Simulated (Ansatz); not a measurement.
C2H9NSi⁺, that is Si(NMe2)H3 with one electron fewer, relaxed as a doublet with UKS PBE0-D4/def2-SVP in Ansatz, starting from the PBE0-D4/def2-SVP geometry of the neutral singlet. Force threshold 0.02 eV/Å.

Start:

| atom | x (Å) | y (Å) | z (Å) |
| --- | --- | --- | --- |
| Si1 | 0.072 | 1.206 | 1.117 |
| N2 | 0.099 | 0.033 | -0.161 |
| C3 | -1.004 | -0.096 | -1.079 |
| C4 | 0.949 | -1.128 | -0.090 |
| H5 | -0.641 | -0.335 | -2.096 |
| H6 | -1.568 | 0.847 | -1.145 |
| H7 | -1.720 | -0.894 | -0.792 |
| H8 | 1.813 | -0.939 | 0.566 |
| H9 | 0.428 | -2.029 | 0.294 |
| H10 | 1.346 | -1.384 | -1.091 |
| H11 | -0.512 | 2.469 | 0.572 |
| H12 | 1.478 | 1.421 | 1.577 |
| H13 | -0.738 | 0.829 | 2.329 |

(1) Estimate the energy that the relaxation releases and the steps that it takes.

(2) Does the start keep its bonding and symmetry?

(3) Predict the relaxed structure.

Results:

(1) 0.38 eV, in 14 steps; 66 s on 4 threads of Intel Xeon on a shared host. The force fell under the threshold at step 13, but the optimiser went on. No frequencies were taken in this run, so the end may be a saddle point.

(2) By distances, no bond broke or formed. The bond that changes most is Si1–N2, from 1.74 to 1.86 Å (atoms count from 1). Point group Cs at the start, Cs at the end, both within 0.05 Å.

(3) 
Cartesian coordinates in Å:
```
Si 0.154 1.357 1.113
N -0.008 -0.074 -0.062
C -1.067 -0.123 -1.028
C 0.915 -1.171 -0.024
H -0.633 -0.014 -2.043
H -1.796 0.682 -0.868
H -1.565 -1.108 -1.000
H 1.582 -1.106 0.846
H 0.370 -2.130 -0.023
H 1.531 -1.154 -0.946
H -0.426 2.501 0.372
H 1.606 1.432 1.392
H -0.664 0.907 2.270
```
Bond lengths: 2 × C–N 1.43 Å; 1 × N–Si 1.86 Å; 6 × C–H 1.10 to 1.11 Å; 3 × H–Si 1.48 to 1.49 Å.
